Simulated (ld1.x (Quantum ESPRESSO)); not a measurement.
# carbon, RRKJ: configuration errors across variants

C, norm-conserving RRKJ (Kleinman–Bylander form), made with ld1.x (Quantum ESPRESSO) 7.5 (PBE, non-relativistic). Core [He], reference 2s2 2p0.5 (charge +1.5). Waves: 2s (bound): rc 1.00 bohr; 2p (bound): rc 1.85 bohr; 3d channel at 0.25 Ry: rc 1.55 bohr. Local part: all-electron potential smoothed inside 1.10 bohr (lloc = -1). Core correction: Bessel-smoothed model core inside 0.50 bohr.

All-electron excitation energies from the reference (eV): (1) 2s2 2p2 -21.099; (2) 2s2 2p1 -10.234; (3) 2s2 2p0 13.926; (4) 2s2 2p2.3 -22.258; (5) 2s1 2p3 -12.636; (6) 2s0 2p4 -4.154; (7) 2s1 2p2 -1.497.

1 further variants failed, have other tests or too few solved ones, and are left out.

Errors AE − PS in meV (a dash: test not solved or not reliable):

| change | (1) | (2) | (3) | (4) | (5) | (6) | (7) | bound ghosts |
| --- | --- | --- | --- | --- | --- | --- | --- | --- |
| base | +83 | +20 | +38 | +92 | +141 | +199 | +64 | none |
| local potential the s channel | +83 | +20 | +38 | +92 | +147 | +213 | +68 | none |
| type TM; local potential all-electron potential smoothed inside 1.40 bohr (lloc = -1) | +64 | +16 | +30 | +71 | +114 | +171 | +56 | none |
| wave 2s (bound): rc 1.00 bohr becomes 2s (bound): rc 1.48 bohr | +84 | +20 | +38 | +93 | +146 | +211 | +68 | none |
| wave 3d channel at 0.25 Ry: rc 1.55 bohr becomes 3d channel at 2.1 Ry: rc 1.55 bohr | +83 | +20 | +38 | +92 | +141 | +199 | +64 | none |

Question: Give the same row for: core correction Bessel-smoothed model core inside 0.70 bohr.

Answer: +89, +21, +41, +98, +149, +211, +68; bound ghosts: none.
